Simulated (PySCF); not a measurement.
Computed IR spectrum (relative IR intensity) of a molecule C10H8. Geometry optimised at PBE-D3(BJ)/def2-SVP. The values are those of a single conformer. Calculation: PBE-D3(BJ)/def2-SVP (PySCF). No scaling factor is applied to the harmonic values.

Lines under 2 % of the strongest are left out, and lines within 2 cm⁻¹ are merged.

ν (cm⁻¹): 169 (vw), 479 (m), 615 (vw), 780 (vs), 957 (vw), 1021 (w), 1110 (w), 1216 (vw), 1242 (w), 1365 (w), 1521 (w), 1610 (w), 3105 (w), 3122 (s), 3133 (m) (against the strongest line: vs over 80 %, s over 45 %, m over 15 %, w over 4 %, vw less)

**Question.** Identify the compound among the candidates.
(A) c1ccc2ccccc2c1
(B) C#Cc1cccc(C=C)c1
(C) C#CC(=C)c1ccccc1
(D) C=CC#Cc1ccccc1

**Answer.** A, c1ccc2ccccc2c1
